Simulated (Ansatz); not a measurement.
Two structures of SiH2OF4, singlet, reached by relaxing down either side of one saddle point (PBE0-D4/def2-TZVP). Energies are electronic, without zero-point energy. Computed with Ansatz 0.2.0 (basis: def2-TZVPP and def2-QZVPP); correlated methods freeze the cores. Extrapolation: Hartree–Fock as exp(−7.88 √X), correlation as X^−2.97. First:

Si1  (-1.029, 0.024, -0.365)
O2  (0.274, -0.032, 0.595)
F3  (-0.504, 0.085, -1.833)
F4  (-1.909, 1.285, -0.062)
F5  (-1.934, -1.240, -0.174)
H6  (2.005, -0.019, 0.189)
F7  (2.932, -0.020, 0.102)
H8  (0.165, -0.084, 1.547)
(Å)

Second:

```tsv
atom	x (Å)	y (Å)	z (Å)
Si1	-0.3544	0.2604	-0.9984
O2	0.8140	-0.4679	1.3933
F3	-1.0571	0.6807	-2.3398
F4	-0.4256	1.5172	-0.0651
F5	-1.1845	-0.9456	-0.4395
H6	0.7880	0.2644	2.0143
F7	1.1092	-0.1337	-1.3685
H8	0.3106	-1.1755	1.8037
```

(1) Which bonds change from the first to the second?

(2) Give the saddle point's structure and its height above each. (An estimate is asked for; the value comes from the calculation.)

No T1 diagnostic of these runs exceeds 0.012.

## Answers

(1) SiHOF₃ ([OH][Si]([F])([F])[F]) + HF → SiF₄ ([F][Si]([F])([F])[F]) + H₂O; bonds formed: Si1–F7, O2–H6; bonds broken: Si1–O2, H6–F7.

(2) Computed: 99.0 kJ/mol above the first and 126.4 kJ/mol above the second (CCSD(T) at an estimated basis limit (MP2 extrapolated from triple and quadruple zeta, plus CCSD(T) − MP2 in triple zeta)).
```xyz
8
angstrom
Si -0.4045 0.1619 -0.4265
O 0.4509 -0.7419 0.8048
F -0.2233 -0.3060 -1.9155
F -0.8061 1.6642 -0.1655
F -1.8044 -0.5301 -0.0726
H 1.3289 -0.0417 0.5172
F 1.3970 0.7134 -0.4070
H 0.0616 -0.9198 1.6651
```

Steps of this kind, hydrogen fluoride cutting a network bond, underlie vapour etching and the fluorination step of atomic layer etching.

Labels in which every atom is bracketed show which atoms are joined, not bond orders.

For scale, one of the runs: CCSD(T)/def2-TZVPP, 225 basis functions, launched by `ansatz run in.yaml --threads 8 --pin off --events-out ev --progress --plain --max-ram 19148MiB`. Hardware: 8 CPU threads of an Arm Neoverse V1, shared host. Wall time 100 s; peak host memory 4.2 GiB.
